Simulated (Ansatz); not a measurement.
Ansatz (a first-principles code) input file for 3-fluoro-4-methyl-2H-oxete (C4H5FO), SMILES CC1OCC=1F, PBE-D3(BJ)/def2-SVP. 

Ansatz 0.2 input:
```yaml
crystal:
  periodic: [false, false, false]
  atoms:
    - {symbol: C, position_ang: [-0.67041207, -1.95237266, 0.00000000]}
    - {symbol: C, position_ang: [-0.03526972, -0.62453394, 0.00000000]}
    - {symbol: C, position_ang: [-0.30568909, 0.69350356, 0.00000000]}
    - {symbol: F, position_ang: [-1.39068767, 1.45896681, -0.00000000]}
    - {symbol: C, position_ang: [1.16465095, 0.98590651, -0.00000000]}
    - {symbol: O, position_ang: [1.36286733, -0.46432379, -0.00000000]}
    - {symbol: H, position_ang: [-1.76411893, -1.84820854, -0.00000000]}
    - {symbol: H, position_ang: [-0.36832624, -2.53021734, -0.88925292]}
    - {symbol: H, position_ang: [-0.36832624, -2.53021734, 0.88925292]}
    - {symbol: H, position_ang: [1.59717066, 1.43875567, -0.90700136]}
    - {symbol: H, position_ang: [1.59717065, 1.43875567, 0.90700137]}
basis:
  gaussian:
    orbitals: def2-SVP
hamiltonian:
  xc: pbe
  dispersion: d3bj
relax: {f_tol: 0.002, max_steps: 200}
```

Program output:

```
WARN ansatz: RAYON_NUM_THREADS=1 ignored (pool sized by the plan → 1); use --threads N
Functional definition: PBE
integrals: 0.05 GiB planned
1213 factors; their error is unknown
mean field: 0.30 GiB planned
mean field evaluation 1: about -8966.5334 eV, gradient 5.7e1 eV
mean field evaluation 2: about -8957.5335 eV, gradient 8.2e1 eV
mean field evaluation 4: about -8974.4258 eV, gradient 5.5e0 eV
mean field evaluation 8: about -8974.4981 eV, gradient 1.8e-1 eV
mean field evaluation 16: about -8974.4276 eV, gradient 8.2e-4 eV
mean field -8974.42758489 eV, -329.8041306591 hartree, gradient 3.2e-5 eV, S^2 0.000000; 0 other end points of the search recorded, 0 dependent functions left out
the calculation of the forces begins
reference -8974.42761497 eV, -329.8041317645 hartree; 23, 23 occupied and 86, 86 virtual orbitals, 1213 factors
relax step   1: F+E_penalty+E_count = -8974.62297600 eV  Δ(F+E_penalty+E_count) = +0.000e0 eV  max|allowed force component| = 3.398e-1 eV/Å  Δτ_max = 0.0000 Å  (31 SCF iters, accepted)
these checks for a lower state are left out or cut short: starts, cluster_reference, orbital_swaps, neighbouring_geometries, increment
integrals: 0.05 GiB planned
1213 factors; their error is unknown
mean field: 0.30 GiB planned
mean field -8974.43781608 eV, -329.8045066484 hartree, gradient 1.2e-5 eV, S^2 0.000000; 0 other end points of the search recorded, 0 dependent functions left out
the calculation of the forces begins
reference -8974.43784621 eV, -329.8045077556 hartree; 23, 23 occupied and 86, 86 virtual orbitals, 1213 factors
relax step   2: F+E_penalty+E_count = -8974.63289687 eV  Δ(F+E_penalty+E_count) = -9.921e-3 eV  max|allowed force component| = 1.250e-1 eV/Å  Δτ_max = 0.0096 Å  (35 SCF iters, accepted)
these checks for a lower state are left out or cut short: starts, cluster_reference, orbital_swaps, neighbouring_geometries, increment
integrals: 0.05 GiB planned
1213 factors; their error is unknown
mean field: 0.30 GiB planned
mean field evaluation 32: about -8974.4390 eV, gradient 1.5e-4 eV
mean field -8974.43902186 eV, -329.8045509599 hartree, gradient 2.4e-5 eV, S^2 0.000000; 0 other end points of the search recorded, 0 dependent functions left out
the calculation of the forces begins
reference -8974.43905201 eV, -329.8045520682 hartree; 23, 23 occupied and 86, 86 virtual orbitals, 1213 factors
relax step   3: F+E_penalty+E_count = -8974.63400091 eV  Δ(F+E_penalty+E_count) = -1.104e-3 eV  max|allowed force component| = 2.080e-2 eV/Å  Δτ_max = 0.0051 Å  (35 SCF iters, accepted)
these checks for a lower state are left out or cut short: starts, cluster_reference, orbital_swaps, neighbouring_geometries, increment
integrals: 0.05 GiB planned
1213 factors; their error is unknown
mean field: 0.30 GiB planned
mean field -8974.43902556 eV, -329.8045510959 hartree, gradient 1.3e-5 eV, S^2 0.000000; 0 other end points of the search recorded, 0 dependent functions left out
the calculation of the forces begins
reference -8974.43905571 eV, -329.8045522042 hartree; 23, 23 occupied and 86, 86 virtual orbitals, 1213 factors
relax step   4: F+E_penalty+E_count = -8974.63401900 eV  Δ(F+E_penalty+E_count) = -1.810e-5 eV  max|allowed force component| = 8.573e-3 eV/Å  Δτ_max = 0.0011 Å  (24 SCF iters, accepted)
these checks for a lower state are left out or cut short: starts, cluster_reference, orbital_swaps, neighbouring_geometries, increment
integrals: 0.05 GiB planned
1213 factors; their error is unknown
mean field: 0.30 GiB planned
mean field -8974.43901961 eV, -329.8045508776 hartree, gradient 1.4e-5 eV, S^2 0.000000; 0 other end points of the search recorded, 0 dependent functions left out
the calculation of the forces begins
reference -8974.43904977 eV, -329.8045519858 hartree; 23, 23 occupied and 86, 86 virtual orbitals, 1213 factors
relax step   5: F+E_penalty+E_count = -8974.63402578 eV  Δ(F+E_penalty+E_count) = -6.781e-6 eV  max|allowed force component| = 3.980e-3 eV/Å  Δτ_max = 0.0013 Å  (24 SCF iters, accepted)
these checks for a lower state are left out or cut short: starts, cluster_reference, orbital_swaps, neighbouring_geometries, increment
integrals: 0.05 GiB planned
1213 factors; their error is unknown
mean field: 0.30 GiB planned
mean field -8974.43902032 eV, -329.8045509036 hartree, gradient 4.8e-5 eV, S^2 0.000000; 0 other end points of the search recorded, 0 dependent functions left out
the calculation of the forces begins
reference -8974.43905048 eV, -329.8045520118 hartree; 23, 23 occupied and 86, 86 virtual orbitals, 1213 factors
relax step   6: F+E_penalty+E_count = -8974.63402624 eV  Δ(F+E_penalty+E_count) = -4.559e-7 eV  max|allowed force component| = 1.341e-3 eV/Å  Δτ_max = 0.0003 Å  (20 SCF iters, accepted)
integrals: 0.05 GiB planned
1213 factors; their error is unknown
mean field: 0.30 GiB planned
mean field evaluation 64: about -8974.5078 eV, gradient 1.9e-1 eV
mean field -8974.43902032 eV, -329.8045509036 hartree, gradient 4.8e-5 eV, S^2 0.000000; 1 other end points of the search recorded, 0 dependent functions left out
the calculation of the forces begins
reference -8974.43905048 eV, -329.8045520118 hartree; 23, 23 occupied and 86, 86 virtual orbitals, 1213 factors
Total energy: -8974.63405639 eV, -329.8117183470 hartree
Atom 0 at    -0.672694    -1.957966    -0.000000 Å, force    -0.000277    -0.000135     0.000000 eV/Å
Atom 1 at    -0.030484    -0.627985     0.000000 Å, force     0.001341     0.000206     0.000000 eV/Å
Atom 2 at    -0.307047     0.697188     0.000000 Å, force    -0.000572     0.000194     0.000000 eV/Å
Atom 3 at    -1.398105     1.464528     0.000000 Å, force     0.000286    -0.000304    -0.000000 eV/Å
Atom 4 at     1.168804     0.990513    -0.000000 Å, force     0.000159    -0.000578     0.000000 eV/Å
Atom 5 at     1.374376    -0.465067     0.000000 Å, force    -0.001065     0.000528     0.000000 eV/Å
Atom 6 at    -1.773461    -1.848588    -0.000000 Å, force     0.000064     0.000041    -0.000000 eV/Å
Atom 7 at    -0.373684    -2.543932    -0.894683 Å, force    -0.000024    -0.000009     0.000022 eV/Å
Atom 8 at    -0.373684    -2.543932     0.894683 Å, force    -0.000024    -0.000009    -0.000022 eV/Å
Atom 9 at     1.602505     1.450628    -0.912537 Å, force     0.000056     0.000033    -0.000002 eV/Å
Atom 10 at     1.602505     1.450628     0.912537 Å, force     0.000056     0.000033     0.000002 eV/Å
Dipole moment:    -0.017942    -0.040639     0.000000 e Å
```

The calculation finished and met its thresholds.

Cost: roughly 18 core-seconds.
